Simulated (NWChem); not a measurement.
Which level was it?

The species is C3H4B (8 atoms), meant as a doublet with charge 0. SMILES: `BC1=[C]C1`. The shape is that of a GFN2-xTB optimisation.

```xyz
8

B    -0.2402    1.5179    0.0208
C     0.2714    0.1557    0.3260
C     0.9596   -0.7914    0.9129
C     0.1242   -1.3867   -0.1267
H    -1.0416    1.6595   -0.8217
H     0.1556    2.4367    0.6257
H    -0.7868   -1.9091    0.1363
H     0.5578   -1.6825   -1.0734
```

Orbital energies are those of the mean-field step.

A calculation with NWChem 7.3.0 gave:

* total energy: -141.0982 Eh
* dipole moment: 1.28 D
* HOMO energy: -7.08 eV
* LUMO energy: -3.16 eV
* ⟨S²⟩: 0.761
* largest force: 1.140 eV/Å

**Question.** Which of these levels gave the numbers?
A. SVWN5/6-31G** (spherical functions)
B. CCSD(T)/STO-3G
C. PBE0/def2-SVP
D. B3LYP/3-21G

**Answer.** C. The others give -139.9926 Eh (SVWN5/6-31G** (spherical functions)), -138.9609 Eh (CCSD(T)/STO-3G), -140.5957 Eh (B3LYP/3-21G).
